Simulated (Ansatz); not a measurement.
C3H8Si can be A, `CC[Si]C`, or B, `CC1C[SiH2]1`.

Gas-phase electronic energies from Ansatz, PBE0-D4/def2-TZVP geometries. CCSD(T)/CBS is the MP2 limit (def2-TZVPP, def2-QZVPP) plus CCSD(T) − MP2 in def2-TZVPP, frozen cores. DFT in def2-TZVPP. Each species was taken in one conformer, which may not be the lowest.

**Question.** Which is lower in electronic energy at CCSD(T)/CBS, and by how much? (Best estimate.)

**Answer.** The calculation gave: B, by 19.7 kJ/mol.

**Question.** Give E(B) − E(A) in kJ/mol with CCSD(T)/def2-TZVPP, PBE-D4, BLYP-D4, r2SCAN-D4, PBE0-D4, ωB97M-V, CCSD(T)/def2-SVP. (Estimate.)

**Answer.** The calculation gave: CCSD(T)/def2-TZVPP -18.2, PBE-D4 -25.7, BLYP-D4 -9.7, r2SCAN-D4 -35.9, PBE0-D4 -28.6, ωB97M-V -16.4, CCSD(T)/def2-SVP -19.7. None reverses the order clearly.

**Question.** Does the order hold for the free energy at 298.15 K (harmonic terms from PBE0-D4)? (Estimate.)

**Answer.** The calculation gave: Yes: G(B) − G(A) = -19.0 kJ/mol, for one conformer each.

Largest T1 diagnostic: 0.011.

In def2-TZVPP, CCSD(T) changes the Hartree–Fock value by −7.2 kJ/mol (the triples alone add −3.0 kJ/mol) and MP2 by −21.8 kJ/mol. From BLYP to BHLYP (50 % exact exchange), in def2-TZVPP and without D4, E(B) − E(A) moves by −5.7 kJ/mol.
